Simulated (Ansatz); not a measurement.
# Nudged elastic band run: FH7SSi2

input.yaml

```yaml
crystal:
  periodic: [false, false, false]
  atoms:
    - { symbol: Si, position_ang: [-1.334556, -0.175276, -0.404713] }
    - { symbol: F, position_ang: [-0.760491, -1.672579, -0.656821] }
    - { symbol: H, position_ang: [-1.153468, 0.617809, -1.646032] }
    - { symbol: H, position_ang: [-2.792245, -0.301747, -0.133887] }
    - { symbol: Si, position_ang: [-0.29903, 0.824155, 1.434257] }
    - { symbol: H, position_ang: [1.427425, -1.475205, -1.501494] }
    - { symbol: S, position_ang: [2.209493, -0.442597, -1.861878] }
    - { symbol: H, position_ang: [-0.641073, 0.092569, 2.684486] }
    - { symbol: H, position_ang: [1.180147, 0.872239, 1.30244] }
    - { symbol: H, position_ang: [-0.818306, 2.215323, 1.551128] }
    - { symbol: H, position_ang: [2.982103, -0.554692, -0.767487] }
basis:
  gaussian: { orbitals: "6-31G*" }
hamiltonian:
  xc: r2scanh
  dispersion: d4
neb:
  order_check: false
  images: 5
  f_tol: 0.03
  max_iterations: 60
  final_atoms:
    - { symbol: Si, position_ang: [-0.69993066, 0.3548324, -0.9314256] }
    - { symbol: F, position_ang: [0.31005171, -2.16643484, 0.60934532] }
    - { symbol: H, position_ang: [-1.0199757, 1.63017349, -1.63065084] }
    - { symbol: H, position_ang: [-1.80849097, -0.60098772, -1.16411755] }
    - { symbol: Si, position_ang: [-0.20421543, 0.69499254, 1.33541669] }
    - { symbol: H, position_ang: [0.78627315, -1.96840887, -0.18444236] }
    - { symbol: S, position_ang: [0.97546994, -0.59259213, -1.96165797] }
    - { symbol: H, position_ang: [-0.96047579, -0.23159984, 2.20650412] }
    - { symbol: H, position_ang: [1.25894661, 0.53528603, 1.54027787] }
    - { symbol: H, position_ang: [-0.56489511, 2.09684257, 1.69441267] }
    - { symbol: H, position_ang: [1.92724125, 0.24789536, -1.51366334] }
  initial_path:
    images:
      - { positions_ang: [[-1.334556, -0.175276, -0.404713], [-0.760491, -1.672579, -0.656821], [-1.153468, 0.617809, -1.646032], [-2.792245, -0.301747, -0.133887], [-0.29903, 0.824155, 1.434257], [1.427425, -1.475205, -1.501494], [2.209493, -0.442597, -1.861878], [-0.641073, 0.092569, 2.684486], [1.180147, 0.872239, 1.30244], [-0.818306, 2.215323, 1.551128], [2.982103, -0.554692, -0.767487]] }
      - { positions_ang: [[-1.1421911, -0.10701662, -0.48526953], [-0.5601924, -1.70348742, -0.43042411], [-1.07892749, 0.82201059, -1.60025728], [-2.47445144, -0.46952954, -0.47239543], [-0.26332143, 0.8192775, 1.4428651], [1.18892387, -1.58435599, -1.2693412], [1.8925927, -0.49946599, -1.91517485], [-0.69280059, 0.05894281, 2.62665152], [1.20672355, 0.85673779, 1.43247163], [-0.77528745, 2.20244354, 1.57442069], [2.69893077, -0.39555767, -0.90354755]] }
      - { positions_ang: [[-0.94982621, -0.03875724, -0.56582605], [-0.3598938, -1.73439584, -0.20402721], [-1.00438698, 1.02621218, -1.55448256], [-2.15665788, -0.63731208, -0.81090386], [-0.22761285, 0.8144, 1.45147321], [0.95042274, -1.69350699, -1.0371884], [1.57569241, -0.55633498, -1.9684717], [-0.74452817, 0.02531661, 2.56881705], [1.2333001, 0.84123659, 1.56250326], [-0.7322689, 2.18956409, 1.59771337], [2.41575854, -0.23642334, -1.0396081]] }
      - { positions_ang: [[-0.75746131, 0.02950214, -0.64638258], [-0.1595952, -1.76530426, 0.02236968], [-0.92984647, 1.23041377, -1.50870785], [-1.83886431, -0.80509461, -1.14941228], [-0.19190428, 0.8095225, 1.46008131], [0.71192161, -1.80265798, -0.8050356], [1.25879211, -0.61320398, -2.02176854], [-0.79625576, -0.00830958, 2.51098257], [1.25987664, 0.82573538, 1.6925349], [-0.68925035, 2.17668463, 1.62100606], [2.13258631, -0.07728901, -1.17566866]] }
      - { positions_ang: [[-0.73828443, 0.13794556, -0.74139692], [-0.00304623, -1.89901445, 0.21802823], [-0.95988954, 1.36366701, -1.54935551], [-1.82873987, -0.73705898, -1.15431404], [-0.196008, 0.77134585, 1.41852643], [0.73670546, -1.85790828, -0.59817119], [1.16435139, -0.60633336, -2.00173169], [-0.85099577, -0.08273967, 2.40948975], [1.25956663, 0.72891893, 1.64178255], [-0.64779861, 2.15007061, 1.64547493], [2.06413796, 0.03110578, -1.28833355]] }
      - { positions_ang: [[-0.71910754, 0.24638898, -0.83641126], [0.15350274, -2.03272464, 0.41368677], [-0.98993262, 1.49692025, -1.59000318], [-1.81861542, -0.66902335, -1.15921579], [-0.20011171, 0.73316919, 1.37697156], [0.7614893, -1.91315857, -0.39130677], [1.06991067, -0.59946275, -1.98169483], [-0.90573578, -0.15716976, 2.30799693], [1.25925662, 0.63210248, 1.59103021], [-0.60634686, 2.12345659, 1.6699438], [1.99568961, 0.13950057, -1.40099845]] }
      - { positions_ang: [[-0.69993066, 0.3548324, -0.9314256], [0.31005171, -2.16643484, 0.60934532], [-1.0199757, 1.63017349, -1.63065084], [-1.80849097, -0.60098772, -1.16411755], [-0.20421543, 0.69499254, 1.33541669], [0.78627315, -1.96840887, -0.18444236], [0.97546994, -0.59259213, -1.96165797], [-0.96047579, -0.23159984, 2.20650412], [1.25894661, 0.53528603, 1.54027787], [-0.56489511, 2.09684257, 1.69441267], [1.92724125, 0.24789536, -1.51366334]] }
```

Command:

```bash
$ ansatz run input.yaml --threads 2 --pin off --max-ram 3072MiB --backend cpu --events-out ev --progress --plain --runs-dir out
```

Output, in part (warnings, iteration lines, the closing report on the highest movable image, with atoms numbered from 0):

```
NEB end point (image 0): max|allowed force component| = 1.994e-2 eV/Å (the criterion of neb.relax_end_points is 1.000e-2)
NEB end point (image 6): max|allowed force component| = 2.552e-2 eV/Å (the criterion of neb.relax_end_points is 1.000e-2)
NEB iter   1: max|band force component| = 2.547e0 eV/Å  barrier→ = 2.0696 eV  barrier← = 1.4577 eV  Δτ_max = 0.1918 Å  (166 SCF iters)
NEB iter   2: max|band force component| = 1.620e0 eV/Å  barrier→ = 1.8991 eV  barrier← = 1.2872 eV  Δτ_max = 0.2000 Å  (135 SCF iters)
NEB iter   3: max|band force component| = 2.629e0 eV/Å  barrier→ = 1.9424 eV  barrier← = 1.3305 eV  Δτ_max = 0.1012 Å  (133 SCF iters)
NEB iter   4: max|band force component| = 1.242e0 eV/Å  barrier→ = 1.6931 eV  barrier← = 1.0812 eV  Δτ_max = 0.1629 Å  (133 SCF iters)
NEB iter   5: max|band force component| = 9.656e-1 eV/Å  barrier→ = 1.5826 eV  barrier← = 0.9706 eV  Δτ_max = 0.0750 Å  (134 SCF iters)
NEB iter   6: max|band force component| = 5.102e-1 eV/Å  barrier→ = 1.5318 eV  barrier← = 0.9198 eV  CI = image 4  Δτ_max = 0.2000 Å  (130 SCF iters)
NEB iter   7: max|band force component| = 6.368e-1 eV/Å  barrier→ = 1.8126 eV  barrier← = 1.2006 eV  CI = image 4  Δτ_max = 0.0988 Å  (139 SCF iters)
NEB iter   8: max|band force component| = 7.088e-1 eV/Å  barrier→ = 1.8425 eV  barrier← = 1.2306 eV  CI = image 4  Δτ_max = 0.0488 Å  (131 SCF iters)
NEB iter   9: max|band force component| = 3.235e-1 eV/Å  barrier→ = 1.7951 eV  barrier← = 1.1832 eV  CI = image 4  Δτ_max = 0.0587 Å  (124 SCF iters)
NEB iter  10: max|band force component| = 2.744e-1 eV/Å  barrier→ = 1.7802 eV  barrier← = 1.1683 eV  CI = image 4  Δτ_max = 0.0532 Å  (133 SCF iters)
NEB iter  11: max|band force component| = 1.127e-1 eV/Å  barrier→ = 1.7738 eV  barrier← = 1.1618 eV  CI = image 4  Δτ_max = 0.0239 Å  (135 SCF iters)
NEB iter  12: max|band force component| = 1.120e-1 eV/Å  barrier→ = 1.7711 eV  barrier← = 1.1592 eV  CI = image 4  Δτ_max = 0.0462 Å  (115 SCF iters)
NEB iter  13: max|band force component| = 6.663e-2 eV/Å  barrier→ = 1.7651 eV  barrier← = 1.1531 eV  CI = image 4  Δτ_max = 0.0254 Å  (129 SCF iters)
NEB iter  14: max|band force component| = 5.920e-2 eV/Å  barrier→ = 1.7623 eV  barrier← = 1.1504 eV  CI = image 4  Δτ_max = 0.0400 Å  (130 SCF iters)
NEB iter  15: max|band force component| = 4.917e-2 eV/Å  barrier→ = 1.7604 eV  barrier← = 1.1485 eV  CI = image 4  Δτ_max = 0.0422 Å  (136 SCF iters)
NEB iter  16: max|band force component| = 4.866e-2 eV/Å  barrier→ = 1.7588 eV  barrier← = 1.1469 eV  CI = image 4  Δτ_max = 0.0544 Å  (129 SCF iters)
NEB iter  17: max|band force component| = 4.949e-2 eV/Å  barrier→ = 1.7576 eV  barrier← = 1.1457 eV  CI = image 4  Δτ_max = 0.0272 Å  (129 SCF iters)
NEB iter  18: max|band force component| = 4.736e-2 eV/Å  barrier→ = 1.7569 eV  barrier← = 1.1450 eV  CI = image 4  Δτ_max = 0.0272 Å  (121 SCF iters)
NEB iter  19: max|band force component| = 3.277e-2 eV/Å  barrier→ = 1.7564 eV  barrier← = 1.1444 eV  CI = image 4  Δτ_max = 0.0272 Å  (109 SCF iters)
NEB iter  20: max|band force component| = 1.875e-2 eV/Å  barrier→ = 1.7560 eV  barrier← = 1.1440 eV  CI = image 4  Δτ_max = 0.0000 Å  (231 SCF iters)
Total energy: -29415.54842417 eV, -1081.0014660135 hartree
Atom 0 at    -0.698567    -0.030181    -0.666319 Å, force    -0.004162    -0.002474     0.010674 eV/Å
Atom 1 at    -0.073084    -1.698706     0.084728 Å, force     0.014570     0.019348    -0.017609 eV/Å
Atom 2 at    -0.736945     1.216363    -1.512659 Å, force     0.003998    -0.005316    -0.006532 eV/Å
Atom 3 at    -1.966924    -0.691432    -1.053133 Å, force     0.002255     0.002415     0.000576 eV/Å
Atom 4 at    -0.274859     0.794166     1.474266 Å, force     0.005739    -0.009493     0.006278 eV/Å
Atom 5 at     0.862637    -1.677909    -0.817269 Å, force    -0.012185    -0.002472     0.014775 eV/Å
Atom 6 at     1.185927    -0.800068    -1.995290 Å, force    -0.000317    -0.001294    -0.012993 eV/Å
Atom 7 at    -0.819819    -0.091501     2.534427 Å, force    -0.001191     0.000977     0.005554 eV/Å
Atom 8 at     1.210311     0.812205     1.629465 Å, force    -0.006898    -0.000166     0.000347 eV/Å
Atom 9 at    -0.766313     2.184963     1.680960 Å, force    -0.002157     0.000189    -0.003347 eV/Å
Atom 10 at     2.077634    -0.017901    -1.359176 Å, force     0.000349    -0.001714     0.002277 eV/Å
Dipole moment:     0.284679     0.089280    -0.092491 e Å
```

The run converged. A vibrational analysis at the climbing image gives one clearly imaginary mode, 744i cm⁻¹: a first-order saddle point. The orbitals stay closed-shell, which can raise the energy where a bond breaks towards radicals; this wasn't checked here.

Final band (atoms are numbered from 1 in the order of the input):

```csv
image,path coordinate (Å),energy (eV),Si1–F2 (Å),H6–S7 (Å),Si1–S7 (Å)
0,0.00,0.00,1.62,1.34,3.84
1,0.95,0.03,1.62,1.34,4.05
2,1.89,0.10,1.63,1.34,3.80
3,2.84,0.75,1.66,1.35,3.18
4,3.79,1.76,1.93,1.50,2.43
5,4.58,0.84,2.60,1.98,2.23
6,5.38,0.61,3.12,2.26,2.18
```

Run time: 6.9 min on 2 threads of Intel(R) Xeon(R) Platinum 8259CL CPU @ 2.50GHz (Skylake/Cascade Lake), on a shared host, peak memory 0.23 GiB.
